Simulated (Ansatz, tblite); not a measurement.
Cost and result up the ladder for the cluster Cu₂H₂ (4 atoms). Charge 0, multiplicity 1. Geometry: PBE0-D4/def2-TZVP.

```tsv
atom	x (Å)	y (Å)	z (Å)
Cu1	-0.054	-0.582	0.215
Cu2	0.246	1.641	-0.611
H3	0.786	-1.788	0.617
H4	-0.977	0.728	-0.222
```

Ansatz on 4 threads of Arm Neoverse V1 on a shared host; xTB runs through tblite on one thread. Times are rough, summed over both states, and most runs start from the orbitals of an earlier one. PBE-QIDH/def2-TZVP serves as the yardstick here, not as an exact answer. Differences are given only for rows in sets of like size (and for xTB, whose basis is part of the method), since another set adds its own error. The other state is a triplet at its own geometry, which has other bonds, so the gap mixes isomer and spin.

The 6-31G sets use Cartesian d functions. The xTB rows come from tblite. B3LYP takes the VWN-RPA correlation. Correlated methods freeze 18 core orbitals. In CCSD on the charge 0 triplet the largest single amplitude is 0.28, so its Hartree–Fock determinant may place the open shell otherwise than the density functionals do. The structure comes from a short search, and lower isomers may exist.

Run but left out: HF/6-31G, HF/def2-TZVP, HF/def2-TZVPP, MP2/def2-TZVP, MP2/def2-TZVPP (triplet: a determinant that CCSD turns far, T1 0.077).

Second-order perturbation terms are unreliable where d shells bring near-degenerate states, and here PBE-QIDH/def2-TZVP lies more than 0.4 eV from the median of the functionals without such a term.

Correlated methods converge slowly with the basis.

xTB has no spin-polarisation term.

```
                         level  functions  wall time
                      GFN2-xTB         20    0.004 s
                      GFN1-xTB         22    0.005 s
PBE-D4/def2-TZVP (with forces)        102      2.1 s
             BLYP-D4/def2-TZVP        102      2.4 s
                B3LYP-D4/6-31G         62      2.5 s
             RPA@PBE/def2-TZVP        102      3.8 s
             PBE0-D4/def2-TZVP        102      4.5 s
           r2SCAN-D4/def2-TZVP        102      5.4 s
          r2SCANh-D4/def2-TZVP        102      6.3 s
          r2SCAN0-D4/def2-TZVP        102      7.8 s
            PBE-QIDH/def2-TZVP        102      8.4 s
            CCSD(T)/def2-TZVPP        156       88 s
```

Q: Estimate what each level gives for the triplet − singlet (eV).

A: 
```
                         level  triplet − singlet (eV)  difference from PBE-QIDH/def2-TZVP (eV)                                   remarks
                      GFN2-xTB                    6.37                                     4.02                                         –
                      GFN1-xTB                    2.63                                     0.28                                         –
PBE-D4/def2-TZVP (with forces)                    1.15                                    -1.21                                         –
             BLYP-D4/def2-TZVP                    1.26                                    -1.10                                         –
                B3LYP-D4/6-31G                    0.80                                        –                                         –
             RPA@PBE/def2-TZVP                    1.31                                    -1.05                                         –
             PBE0-D4/def2-TZVP                    1.38                                    -0.97                                         –
           r2SCAN-D4/def2-TZVP                    1.07                                    -1.28                                         –
          r2SCANh-D4/def2-TZVP                    1.17                                    -1.18                                         –
          r2SCAN0-D4/def2-TZVP                    1.34                                    -1.02                                         –
            PBE-QIDH/def2-TZVP                    2.35                                     0.00  test for broken spin undecided (singlet)
            CCSD(T)/def2-TZVPP                    2.00                                    -0.36                large T1 (0.077) (triplet)
```
